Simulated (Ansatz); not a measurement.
`C#C[Si](F)(C#C)C#C` + HCl → `C#C[Si](Cl)(C#C)C#C` + H–F at 298.15 K and 1 bar (ligand exchange at the Si–F bond).

Computed with Ansatz on PBE0-D4/def2-TZVP structures; ΔE is electronic, products minus reactants. CCSD(T)/CBS adds triple-zeta CCSD(T) − MP2 to the extrapolated MP2 energy (def2 sets, frozen cores). This one scheme is used for every species.

```tsv
species	CCSD(T)/CBS energy (Eh)	H − E (kJ/mol)	S (J/(mol·K))
`C#C[Si](F)(C#C)C#C`	-618.90365	189.1	389.1
HCl	-460.38127	26.6	186.8
`C#C[Si](Cl)(C#C)C#C`	-978.87265	186.7	401.0
H–F	-100.39570	33.5	173.6
```

H − E and S are ideal-gas, rigid-rotor, harmonic terms from PBE0-D4/def2-TZVP. 1 Eh = 2625.50 kJ/mol, R = 8.31446 J/(mol·K).

Task: By hand: ΔE, ΔH, ΔS and ΔG.

Result: ΔE = (-978.87265) + (-100.39570) − (-618.90365) − (-460.38127) = 0.01657 Eh = 43.5 kJ/mol. Δ(H − E) = 186.7 + 33.5 − 189.1 − 26.6 = 4.5, so ΔH = 48.0 kJ/mol. ΔS = 401.0 + 173.6 − 389.1 − 186.8 = -1.3 J/(mol·K). ΔG = 48.0 − 298.15 × (-1.3)/1000 = 48.4 kJ/mol.

Task: By hand: the equilibrium constant, and the temperature at which ΔG would vanish if ΔH and ΔS stayed fixed.

Result: log₁₀ K = −ΔG/(RT ln 10) = -8.5. ΔH and −TΔS have one sign here, so there is no such temperature. One of them is within its doubt of zero, so this could turn.

The number of gas molecules stays the same, so ΔS is small and ΔH decides. A doubt of 5 kJ/mol in ΔE shifts log₁₀ K by 0.9 here. These are equilibria of isolated gas molecules and say nothing of rates. Largest T1 diagnostic: 0.014 (customary marks: 0.02 for closed shells, 0.045 for open ones).
